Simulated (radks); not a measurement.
Initial-state core-level shifts of the erbium ion Er+ when its valence configuration changes from [Xe] 4f12 6s1. Calculated with a radial shooting solver on a logarithmic mesh with Libxc functionals: scalar-relativistic Kohn-Sham, PBE, spin-unpolarised, spherical densities, finite nucleus; Fermi nuclear charge, rms radius 5.2516 fm. Shifts are changes of the shell-averaged eigenvalues in eV (positive: less bound); the change of the density at the nucleus, which sets a Mossbauer isomer shift, is in e/bohr^3, on a base of 9.197e+05.

valence                2s       2p       3s       4p  density at nucleus
4f11 6s2           -9.430   -9.356  -10.143   -9.730              +94.80
4f12 5d1           +1.481   +1.481   +1.440   +1.472              -42.49
4f11 6s1 6p1      -10.829  -10.755  -11.532  -11.127              +47.18
4f12 6p1           -1.410   -1.411   -1.391   -1.406              -41.22
4f10 5d2 6s1      -15.333  -15.168  -17.091  -15.908              +82.34
4f12 6s0.5 6p0.5   -0.712   -0.712   -0.702   -0.710              -20.23
4f12 5d0.5 6p0.5   +0.107   +0.106   +0.093   +0.102              -42.00
4f11 5d1 6s1       -7.169   -7.098   -7.937   -7.500              +37.67
4f13               +6.498   +6.452   +6.948   +6.815              -63.33
